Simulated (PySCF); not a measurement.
Assigning NMR signals

Geometry:
```csv
atom,x (Å),y (Å),z (Å)
O1,1.716,1.991,-0.584
C2,2.312,1.215,0.126
N3,1.991,-0.094,0.291
C4,0.940,-0.706,-0.449
C5,0.120,-1.784,0.200
C6,-0.487,-0.449,-0.068
C7,-1.549,-0.011,-1.067
C8,-1.642,1.315,-0.278
C9,-0.930,0.631,0.909
H10,3.203,1.509,0.733
H11,2.612,-0.674,0.841
H12,1.130,-0.803,-1.526
H13,-0.176,-2.640,-0.412
H14,0.344,-2.024,1.245
H15,-2.468,-0.613,-0.982
H16,-1.251,0.041,-2.125
H17,-0.992,2.083,-0.721
H18,-2.643,1.732,-0.101
H19,-0.143,1.196,1.429
H20,-1.639,0.236,1.655
```

- coordinates at the PBE0-D3(BJ)/def2-SVP level
- σ from GIAO-B97-2/pcSseg-1
- code: PySCF
- relativity neglected, no solvent, a single conformation

Referencing at the same level of theory: TMS for 13C (σ = 183.69 ppm) and 1H (σ = 31.38 ppm).

Q: Assign these signals to the numbered atoms. 13C{1H} NMR (computed): δ 160.1 (CH), 34.4 (CH), 32.3 (CH2), 28.4 (CH2), 28.0 (C), 20.6 (CH2), 17.9 (CH2).

A: 
160.1 → C2, amide carbonyl carbon: it is a carbonyl in resonance with an O or N lone pair, the region of acids, esters and amides
34.4 → C4, three-membered-ring carbon: pulled downfield by the heteroatom
32.3 → C7, sp3 CH2 in a ring: a saturated carbon with 2 carbon neighbours and no heteroatom attached
28.4 → C9, sp3 CH2 in a ring
28.0 → C6, three-membered-ring carbon: carbons of three-membered rings are unusually shielded
20.6 → C8, sp3 CH2 in a ring: saturated and bonded to C and H only
17.9 → C5, three-membered-ring carbon: carbons of three-membered rings are unusually shielded

C9 and C6 lie closer than the usual error of such a calculation, so a measured spectrum could show them in the other order.

Q: Assign these signals to the numbered atoms. 1H NMR (500 MHz, computed): δ 8.07 (d, 1H), 4.31 (br, 1H), 2.79 (m, 1H), 2.25 (m, 1H), 2.20 (m, 1H), 2.08 (m, 1H), 1.69 (m, 1H), 1.67 (m, 1H), 1.60 (m, 1H), 0.68 (m, 1H), 0.07 (m, 1H).

A: 
| δ (ppm) | atoms | environment | reason |
| --- | --- | --- | --- |
| 8.07 | H10 | hydrogen on an amide carbonyl carbon | – |
| 4.31 | H11 | hydrogen on an amide-type nitrogen | exchangeable, gas-phase position |
| 2.79 | H17 | hydrogen on an sp3 CH2 in a ring | – |
| 2.25 | H12 | hydrogen on a three-membered-ring carbon | its carbon carries N, an electronegative neighbour |
| 2.20 | H15 | hydrogen on an sp3 CH2 in a ring | – |
| 2.08 | H20 | hydrogen on an sp3 CH2 in a ring | – |
| 1.69 | H16 | hydrogen on an sp3 CH2 in a ring | far from electronegative atoms and π systems |
| 1.67 | H18 | hydrogen on an sp3 CH2 in a ring | – |
| 1.60 | H19 | hydrogen on an sp3 CH2 in a ring | – |
| 0.68 | H13 | hydrogen on a three-membered-ring carbon | cyclopropane-type protons are shielded by the ring |
| 0.07 | H14 | hydrogen on a three-membered-ring carbon | – |

H12 and H15; H16 and H18; H18 and H19 lie closer than the usual error of such a calculation, so a measured spectrum could show them in the other order.

OH/NH shifts are gas-phase values; hydrogen bonding in solution moves them, usually downfield. Amide-type NH protons are broadened by 14N but still split neighbouring CH signals. Shifts are as computed. Against solution values, carbons near 30 ppm lie about +1 ppm off and those near 130 ppm about +2 ppm. Of 1211 compounds with measured shifts, 218 miss one by over three times the rms of a fit or turn the order of signals round; such compounds aren't used in these exercises. The C=O carbon of an acid or of an amide with N–H lies up to 10 ppm further downfield in solution, through hydrogen bonding that the calculation lacks. No couplings were computed; multiplicities are counted from neighbouring protons, with m where these are inequivalent, close in shift, in a saturated or five-membered ring or joined by F or P, and br s for small geminal =CH2 splittings.
